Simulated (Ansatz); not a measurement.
Cost and result for the atomization energy of CH6BGa, SMILES `[BH2][GaH][CH3]` (9 atoms, 8 bonds).

```xyz
9

B     1.759    0.795   -0.606
Ga    0.144    0.312    0.594
C    -1.394   -0.795    0.032
H     1.778    1.780   -1.289
H     2.743    0.112   -0.662
H     0.082    0.836    2.087
H    -1.354   -1.099   -1.014
H    -1.435   -1.694    0.654
H    -2.324   -0.247    0.205
```

The species carries charge 0 and has multiplicity 1. Correlated methods include outer-core shells of Ga, which these sets cover unevenly. Scalar relativity is left out up to krypton. The geometry is a stationary point of PBE0-D4/def2-TZVP. Program: Ansatz. Hardware: A = 2 threads of an AMD EPYC 7R13 on a shared host; B = 2 threads of an AMD EPYC 7R13 on a shared host and a share of an NVIDIA H100 80 GB. Times are those of one run each, without the atoms' runs, and a repeat can differ threefold. Electronic energies, without spin–orbit coupling; frozen cores. CCSD(T)/CBS adds CCSD(T) − MP2 in def2-TZVPP to the MP2 limit, and its time is that of the two runs behind it. T1 = 0.013. With those shells the extrapolation isn't a true limit.

CCSD(T)/CBS is a level of theory with its own doubt, some kJ/mol a heavy atom from the limit and from the frozen cores, so smaller differences don't rank the functionals.

| level | functions | wall time |
| --- | --- | --- |
| LDA (SPW92)/def2-TZVPP [A] | 194 | 1.1 s |
| revPBE-D4/def2-TZVPP [A] | 194 | 1.6 s |
| PBE-D4/def2-TZVPP (with forces) [A] | 194 | 2 s |
| PBE0-D4/def2-TZVPP [A] | 194 | 2.2 s |
| BHLYP-D4/def2-TZVPP [A] | 194 | 2.2 s |
| CAM-B3LYP-D4/def2-TZVPP [A] | 194 | 3.1 s |
| r2SCANh-D4/def2-TZVPP [A] | 194 | 3.4 s |
| CCSD(T)/def2-SVP [A] | 90 | 3.4 s |
| CCSD(T)/def2-TZVPP [B] | 194 | 3.6 s |
| ωB97X-V/def2-TZVPP [A] | 194 | 5.5 s |
| ωB97M-V/def2-TZVPP (with forces) [A] | 194 | 8.1 s |
| CCSD(T)/def2-QZVPP [B] | 383 | 20 s |
| CCSD(T)/CBS(def2) | – | 24 s |

(1) What atomization energy does each give, and how far from CCSD(T)/CBS? (An estimate is asked.)

## Answers

(1) Computed: 
| level | atomization (kJ/mol) | difference from CCSD(T)/CBS | per bond |
| --- | --- | --- | --- |
| LDA (SPW92)/def2-TZVPP [A] | 3119.0 | 324.3 | 40.5 |
| revPBE-D4/def2-TZVPP [A] | 2750.5 | -44.2 | -5.5 |
| PBE-D4/def2-TZVPP (with forces) [A] | 2803.1 | 8.4 | 1.0 |
| PBE0-D4/def2-TZVPP [A] | 2791.4 | -3.3 | -0.4 |
| BHLYP-D4/def2-TZVPP [A] | 2757.2 | -37.5 | -4.7 |
| CAM-B3LYP-D4/def2-TZVPP [A] | 2808.3 | 13.6 | 1.7 |
| r2SCANh-D4/def2-TZVPP [A] | 2803.0 | 8.3 | 1.0 |
| CCSD(T)/def2-SVP [A] | 2667.8 | -126.9 | -15.9 |
| CCSD(T)/def2-TZVPP [B] | 2748.3 | -46.4 | -5.8 |
| ωB97X-V/def2-TZVPP [A] | 2805.4 | 10.7 | 1.3 |
| ωB97M-V/def2-TZVPP (with forces) [A] | 2795.2 | 0.5 | 0.1 |
| CCSD(T)/def2-QZVPP [B] | 2775.9 | -18.8 | -2.4 |
| CCSD(T)/CBS(def2) | 2794.7 | 0.0 | 0.0 |

The D4 term adds +21.2 kJ/mol with B3LYP and +11.1 kJ/mol with PBE0; it sums over pairs of atoms, weighted by their polarisabilities, and B3LYP, whose exchange is more repulsive, gets the larger term. From PBE to PBE0 (25 % exact exchange), in def2-TZVPP and without D4, the atomization energy moves by −9.6 kJ/mol: exact exchange takes away binding that semilocal exchange gives to molecules. In def2-TZVPP, CCSD(T) changes the Hartree–Fock value by +593.7 kJ/mol (the triples alone add +24.8 kJ/mol) and MP2 by +597.7 kJ/mol; breaking electron pairs costs correlation energy, which Hartree–Fock lacks.

B3LYP here is the variant with VWN-RPA as its local correlation; programs differ in this.
